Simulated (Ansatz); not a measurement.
# Four-centre ligand exchange

Start structure (BSiH$_{7}$O$_{3}$, closed shell), relaxed at PBE0-D4/def2-TZVP:

```
12
angstrom
B -0.0953 -0.5737 0.8942
Si 0.6755 1.2028 0.2593
O -0.7928 -1.3775 0.0366
O 0.0486 -1.0270 2.1719
H -1.0577 0.3496 -2.7164
O -0.2900 -0.1828 -2.4991
H -0.3435 2.0691 -0.3874
H 1.1528 1.9198 1.4839
H 1.8445 1.0254 -0.6364
H -1.0888 -2.1944 0.4552
H 0.5346 -0.4278 2.7419
H -0.5878 -0.7836 -1.8037
```

The step: BSiH₅O₂ ([OH][B]([OH])[SiH3]) + H₂O → BH₃O₃ ([OH][B]([OH])[OH]) + SiH₄; bonds formed: B1–O6, Si2–H5; bonds broken: B1–Si2, H5–O6. Program: Ansatz 0.2.0. Basis: def2-TZVPP and def2-QZVPP. Cores are frozen in the correlated methods. Extrapolation: Hartree–Fock as exp(−7.88 √X), correlation as X^−2.97. Energies below are by CCSD(T) at an estimated basis limit (MP2 extrapolated from triple and quadruple zeta, plus CCSD(T) − MP2 in triple zeta).

Q: What are the electronic barrier and the energy of the step, from the start structure to the end structure? (An estimate is asked for; the value comes from the calculation.)

A: Computed: Barrier 37.18 kcal/mol; step energy -31.59 kcal/mol (downhill); reverse barrier, their difference, 68.76 kcal/mol. Barrier and step energy count from the start structure, the reverse barrier from the end structure.

The saddle point: One imaginary mode of 1192i cm⁻¹.
```json
{"pair": "B1–O6", "start (Å)": "3.42", "saddle (Å)": "1.57", "end (Å)": "1.37"}
{"pair": "Si2–H5", "start (Å)": "3.55", "saddle (Å)": "1.98", "end (Å)": "1.48"}
{"pair": "B1–Si2", "start (Å)": "2.04", "saddle (Å)": "2.39", "end (Å)": "4.01"}
{"pair": "H5–O6", "start (Å)": "0.96", "saddle (Å)": "1.15", "end (Å)": "4.85"}
```

Zero-point energy (harmonic, PBE0-D4): ZPE is 52.19 kcal/mol at the start and 49.18 kcal/mol at the saddle, so the barrier goes from 37.18 to 34.17 kcal/mol.

The T1 diagnostic stays at or below 0.014.

Labels in which every atom is bracketed show which atoms are joined, not bond orders.

For scale, one of the runs: CCSD(T)/def2-TZVPP, 264 basis functions, launched by `ansatz run in.yaml --threads 8 --pin off --events-out ev --progress --plain --max-ram 19148MiB`. Time: 2.3 min of wall clock on 8 CPU threads of an Arm Neoverse V1; the host was shared. Peak host memory: 6.7 GiB.
